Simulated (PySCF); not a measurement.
C2H4FNOSi, SMILES O=C/N=C/[SiH2]F. The structure is a stationary point at PBE-D3(BJ)/def2-SVP. The structure was generated by enumeration; whether it is a known compound was not checked. One conformer was computed; it need not be the lowest.

**Question.** Give the equilibrium geometry at PBE-D3(BJ)/def2-SVP (PySCF confirms it by a frequency run) as bond lengths and angles. (An estimate is asked for; the answer gives what the named calculation found.)

**Answer.** Several could match; the one computed here: 
Atoms: O1 C2 N3 C4 Si5 F6 H7 H8 H9 H10. Bonds (Å): O1–C2 1.215, C2–N3 1.397, C2–H7 1.128, N3–C4 1.282, C4–Si5 1.901, C4–H8 1.120, Si5–F6 1.640, Si5–H9 1.499, Si5–H10 1.498. Bond angles (°): O1–C2–N3 124.6, O1–C2–H7 123.7, N3–C2–H7 111.4, C2–N3–C4 126.1, N3–C4–Si5 117.1, N3–C4–H8 121.1, Si5–C4–H8 121.8, C4–Si5–F6 108.2, C4–Si5–H9 109.3, C4–Si5–H10 109.4, F6–Si5–H9 108.7, F6–Si5–H10 109.3, H9–Si5–H10 111.9.
Charge 0, spin multiplicity 1.
